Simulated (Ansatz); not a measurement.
Species: C$_{3}$H$_{6}$O$_{2}$, SMILES `CCC(=O)O` (C–C–C–O torsion 0°, O–C–O–H torsion 0°) (charge 0, multiplicity 1), formula C$_{3}$H$_{6}$O$_{2}$.

Problem. How many basis functions does frozen-core CCSD(T)/def2-TZVPP // B3LYP-D3(BJ)/def2-TZVP (Ansatz, a program for electronic structure) use, how many core orbitals are frozen, and how many electrons are correlated?

Solution. 239 basis functions and 5 frozen orbitals, which leaves 30 correlated electrons. Core time is of the order of minutes.
